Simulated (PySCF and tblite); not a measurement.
The numbers below are computed, except where a source is named.
# C6H9ClS, numbered as in [CH3:1]/[CH:2]=[C:3](\[Cl:4])[CH2:5][C:6]([CH3:7])=[S:8]: conformational analysis

Level: PBE0-D3(BJ)/def2-SVP (IEF-PCM, acetone)//GFN2-xTB, thermal terms from GFN2-xTB, symmetry numbers and mirror pairs counted. Conformers within 2.5 kcal/mol (GFN2-xTB free energy) were kept, 4 at most. GIAO shieldings: KT2/pcSseg-1 (IEF-PCM, acetone). Shifts are against TMS (¹H), TMS (¹³C) at the same level. Programs: PySCF with density fitting and tblite.

Torsions listed: Cl4–C3–C5–C6, C3–C5–C6–S8. Of a mirror pair one member is shown.

```tsv
conformer	shape	symmetry	E(GFN2) kcal/mol	E(DFT) kcal/mol	G(298.15 K) kcal/mol	weight %	dipole D
1	66°, -140°	C1 (pair)	0.73	0.00	0.00	94.7	5.00
2	-89°, -92°	C1 (pair)	0.00	1.52	1.71	5.3	2.14
```

Weights (%) against temperature:

```tsv
T (K)	1	2	S(mix) cal/mol/K
250	96.9	3.1	1.65
298.15	94.7	5.3	1.79
350	92.2	7.8	1.92
```

Averaged shifts at 298.15 K. ¹H: 6.27 (H2, 1H), 4.19 (H5, 2H), 3.21 (H7, 3H), 2.13 (H1, 3H) ppm. ¹³C: 262.7 (C6), 134.2 (C3), 128.6 (C2), 70.7 (C5), 44.3 (C7), 19.2 (C1) ppm.

Coordinates of conformer 1 (Å):

```xyz
17

C     2.590    0.892   -0.161
C     1.491   -0.112   -0.200
C     0.466   -0.196    0.636
Cl    0.266    0.932    1.950
C    -0.627   -1.220    0.572
C    -1.970   -0.624    0.251
C    -2.005    0.444   -0.782
S    -3.313   -1.151    0.992
H     2.456    1.591    0.659
H     3.549    0.388   -0.043
H     2.622    1.446   -1.098
H     1.555   -0.846   -0.992
H    -0.697   -1.758    1.521
H    -0.384   -1.947   -0.210
H    -1.403    0.165   -1.646
H    -1.576    1.359   -0.370
H    -3.028    0.649   -1.089
```

Coordinates of conformer 2 (Å):

```xyz
17

C     2.873   -0.174   -0.002
C     1.540    0.446    0.233
C     0.411   -0.184    0.521
Cl    0.342   -1.918    0.649
C    -0.917    0.504    0.712
C    -1.588    0.602   -0.630
C    -2.388   -0.569   -1.067
S    -1.386    1.916   -1.562
H     2.843   -1.251    0.141
H     3.200    0.037   -1.020
H     3.609    0.255    0.676
H     1.500    1.524    0.150
H    -0.740    1.505    1.107
H    -1.533   -0.065    1.409
H    -2.731   -0.448   -2.091
H    -3.252   -0.692   -0.412
H    -1.790   -1.478   -0.984
```

Shifts are unscaled: against experiment ¹³C can be off by 15 ppm or more and ¹H by 0.8 ppm.

Search and properties took 62 s on 1 thread of Intel Xeon 6975P-C, on a host shared with other jobs (rough), launched as `OMP_NUM_THREADS=1 python ens_run.py task.json out`.
